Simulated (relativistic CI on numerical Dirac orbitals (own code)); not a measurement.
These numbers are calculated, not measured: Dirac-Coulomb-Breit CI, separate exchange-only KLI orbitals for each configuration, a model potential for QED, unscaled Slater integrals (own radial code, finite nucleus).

Configuration list (outside the closed core 1s2): 2s2.2p6, 2s2.2p5.3s, 2s2.2p5.3p, 2s2.2p5.3d, 2s.2p6.3s, 2s.2p6.3p, 2s2.2p5.4s, 2s.2p6.3d, 2s2.2p5.4p, 2s2.2p5.4d, 2s2.2p5.4f, 2s2.2p5.5s, 2s2.2p5.5p, 2s2.2p4.3s2, 2s2.2p5.5d, 2s2.2p5.5f, 2s2.2p5.5g, 2s2.2p4.3s.3p, 2s.2p6.4s, 2s.2p6.4p, 2s2.2p4.3p2, 2s2.2p4.3s.3d, 2s.2p6.4d, 2s.2p6.4f, 2s2.2p4.3p.3d, 2s.2p5.3s2, 2s.2p6.5s, 2s2.2p4.3d2, 2s.2p5.3s.3p, 2s.2p6.5p, 2s.2p6.5d, 2s.2p6.5f, 2s.2p6.5g, 2s.2p5.3p2, 2s.2p5.3s.3d, 2s.2p5.3p.3d. Levels of other configurations are missing.

At this charge energies of transitions that change n are usually good to better than 1 %, and those within a shell (Δn = 0) to a few per cent.

Outline of the computed level scheme of Sc XII. Lowest level of each configuration: 2s2.2p6 1S_0 at 0.000 eV; 2s2.2p5.3s 3P°_2 at 400.146 eV; 2s2.2p5.3p 3S_1 at 420.729 eV; 2s2.2p5.3d 3P°_0 at 453.735 eV; 2s.2p6.3s 3S_1 at 497.979 eV; 2s.2p6.3p 3P°_0 at 521.292 eV; 2s2.2p5.4s 3P°_2 at 536.921 eV; 2s2.2p5.4p 3S_1 at 545.309 eV.

Some strong electric-dipole decays among the lowest 45 levels: 2s2.2p5.3d 1P°_1 → 2s2.2p6 1S_0 (7.7e+12 s⁻¹); 2s.2p6.3p 1P°_1 → 2s2.2p6 1S_0 (1.2e+12 s⁻¹); 2s2.2p5.3d 3D°_1 → 2s2.2p6 1S_0 (7.0e+11 s⁻¹); 2s2.2p5.3s 1P°_1 → 2s2.2p6 1S_0 (3.5e+11 s⁻¹); 2s2.2p5.3s 3P°_1 → 2s2.2p6 1S_0 (2.4e+11 s⁻¹); 2s2.2p5.4s 1P°_1 → 2s2.2p6 1S_0 (9.2e+10 s⁻¹); 2s2.2p5.4s 3P°_1 → 2s2.2p6 1S_0 (7.0e+10 s⁻¹); 2s.2p6.3s 3S_1 → 2s2.2p5.3s 3P°_2 (5.6e+10 s⁻¹).

LS names give the leading component of a level, which can be under half, so a name can repeat, a term be missing and a line seem to break the LS rules.
